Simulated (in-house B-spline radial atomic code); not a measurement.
Radial electron density of Rh⁶⁺, [Kr] 4d3. Method: non-relativistic r2SCAN0, spin-polarised, spherical fractional occupations, exact exchange averaged over the configuration, point nucleus. Calculated with a radial B-spline atomic code at the basis-set limit.

Columns: r (bohr), 4πr²n(r) (electrons per bohr), bar.

```
 0.00143    1.441 #
 0.00174    2.075 #
 0.00211    2.951 ##
 0.00256    4.172 ###
 0.00312    5.893 ####
 0.00379    8.187 #####
  0.0046    11.21 #######
 0.00559    15.15 #########
 0.00679    20.08 ############
 0.00825    26.01 ################
    0.01    32.68 ####################
  0.0122    40.01 #########################
  0.0148    46.81 #############################
   0.018    52.39 ################################
  0.0218    55.58 ##################################
  0.0265    55.87 ###################################
  0.0322    53.47 #################################
  0.0392    50.01 ###############################
  0.0476    48.31 ##############################
  0.0578    50.87 ################################
  0.0703    58.12 ####################################
  0.0854    66.73 #########################################
   0.104    70.96 ############################################
   0.126    66.77 #########################################
   0.153    56.37 ###################################
   0.186    47.78 ##############################
   0.226    47.95 ##############################
   0.275    54.19 ##################################
   0.334    55.55 ##################################
   0.405    45.49 ############################
   0.492    29.02 ##################
   0.598    16.99 ###########
   0.727     13.8 #########
   0.883    14.36 #########
    1.07    12.64 ########
     1.3     8.13 #####
    1.58    3.716 ##
    1.92    1.193 #
    2.34   0.2569 
    2.84  0.03776 
    3.45 0.003347 
    4.19 0.0001591
```

On this grid the curve has 4 maxima, near 0.0265, 0.104, 0.334, 0.883 bohr.

The 4d up radial function P(r) = rR(r), positive near the nucleus:

```
r (bohr)          P
  0.0122   0.001362
   0.018   0.004021
  0.0265    0.01135
  0.0392     0.0307
  0.0578    0.07614
  0.0854     0.1695
   0.126     0.3206
   0.186     0.4814
   0.275     0.4962
   0.405       0.18
   0.598    -0.4363
   0.883    -0.9498
     1.3    -0.9158
    1.92    -0.4587
    2.84    -0.1012
    4.19  -0.007159
```
